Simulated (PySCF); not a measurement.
Calculation: B3LYP-D3(BJ)/def2-TZVP (PySCF). All species are isolated molecules in the gas phase. B3LYP has the VWN-RPA correlation part, as in Gaussian. 

Reference species (SMILES): `F[CH]F` (neutral, multiplicity 2).

dipole moment: 1.37 D
highest occupied spin orbital: -6.66 eV

Changed species: `F[C](F)Cl` (radical fragment; the reference has radical fragment).

Task: What does the change do to the dipole moment and highest occupied spin orbital?

Result: the dipole moment falls by 0.97 D, to 0.40 D; the highest occupied spin orbital drops by 0.47 eV, to -7.13 eV.
